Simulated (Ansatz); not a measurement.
The cluster TiSe2. Charge 0, multiplicity 3. Geometry r2SCAN-D4/def2-TZVP; atoms count from 1.

```xyz
3

Ti    0.4003    0.4832   -1.2426
Se   -1.3467   -0.1160    0.3008
Se    0.9463   -0.3672    0.9418
```

The structure comes from a short search, and lower isomers may exist.

Question: Estimate the Mulliken populations from the PBE0/def2-TZVP orbitals of Ansatz.

Answer: 
| atom | charge (e) | spin (α − β) | d electrons |
| --- | --- | --- | --- |
| Ti1 | 0.70 | 2.23 | 2.76 |
| Se2 | -0.35 | -0.11 | – |
| Se3 | -0.35 | -0.11 | – |
Mulliken values and Mayer orders depend strongly on the basis.

Question: Where does the spin sit?

Answer: Summed by element: Ti 2.23, Se -0.23, of 2 unpaired in all. Largest on single atoms: Ti1 2.23, Se2 -0.11, Se3 -0.11.

Question: And the Mayer bond orders between bonded heavy atoms (over 0.3)?

Answer: Ti1–Se2 1.10 (2.41 Å); Ti1–Se3 1.10 (2.41 Å); Se2–Se3 1.06 (2.39 Å).
